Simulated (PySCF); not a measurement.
## Pt⁴⁵⁺ (platinum, charge +45) across methods

[Ar] 3d10 4s2 4p3, high-spin 4S determinant. Computed with PySCF 2.14 in an uncontracted even-tempered set (17 s from 5.4 bohr⁻², ratio 2.5; 11 p from 7 bohr⁻², ratio 2.5; 8 d from 12 bohr⁻², ratio 2.5; 4 f from 35 bohr⁻², ratio 2.7; 4 g from 52 bohr⁻², ratio 2.7), with the non-relativistic Hamiltonian (point nucleus).

```tsv
method	E (hartree)	mean ε 4s α (eV)	mean ε 4s β (eV)	mean ε 4p α (eV)	Σ⟨r²⟩ (bohr²)	⟨S²⟩
BLYP	-15952.47	-2384.6	-2370.2	-2296.8	1.643	3.750
LDA	-15942.49	-2383.9	-2370.7	-2296.7	1.644	3.750
PBE0	-15951.62	-2396.0	-2375.0	-2304.1	1.644	3.750
UHF	-15950.59387	-2428.3	-2388.0	-2324.5	1.645	3.750
r2SCAN	-15952.04	-2389.9	-2368.6	-2299.1	1.645	3.750
revPBE	-15951.77	-2384.8	-2369.2	-2296.8	1.643	3.750
PBE	-15951.34	-2384.7	-2370.0	-2296.8	1.643	3.750
```

A non-relativistic calculation at this Z misses sizeable relativistic shifts. Spin-orbit coupling, which splits the p, d and f shells strongly at this Z, is absent. Spin-orbit coupling is strong in this species (close to jj coupling), so the high-spin LS determinant is a model state, not a physical level.
